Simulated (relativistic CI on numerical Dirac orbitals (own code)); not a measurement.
Spin-allowed bands of a d8 ion in a tetrahedral site, by hand

Problem. Take Δ = 8530 cm⁻¹ and B = 410 cm⁻¹ for a d8 ion in a tetrahedral site. Calculate the three spin-allowed bands.

Working.
1. The terms of highest spin are 3F (energy 0) and 3P (15B = 6150 cm⁻¹). Here the F term splits into A2 at +1.2Δ = 10236, T2 at +0.2Δ = 1706 and T1 at −0.6Δ = -5118 cm⁻¹.
2. The two T1 states mix through the element 0.4Δ: H = [[-5118, 3412], [3412, 6150]], with roots ½(H₁₁ + H₂₂) ∓ ½√[(H₂₂ − H₁₁)² + 4H₁₂²] = ½(1032) ∓ ½(13173) = -6071 and 7103 cm⁻¹.
3. The ground term is 3T1 at -6071 cm⁻¹.
4. Bands: 3T2 7777 cm⁻¹ (1286 nm), 3T1(P) 13173 cm⁻¹ (759 nm), 3A2 16307 cm⁻¹ (613 nm).

Check. Exact diagonalisation of the whole d8 shell with these parameters gives 3T2 7777, 3T1 13173, 3A2 16307 cm⁻¹. The match is exact, since without spin-orbit coupling no other term has this spin. The ratio of the second band to the first, 1.694, depends on Δ/B = 20.8 alone, which is how a Tanabe-Sugano diagram is read.
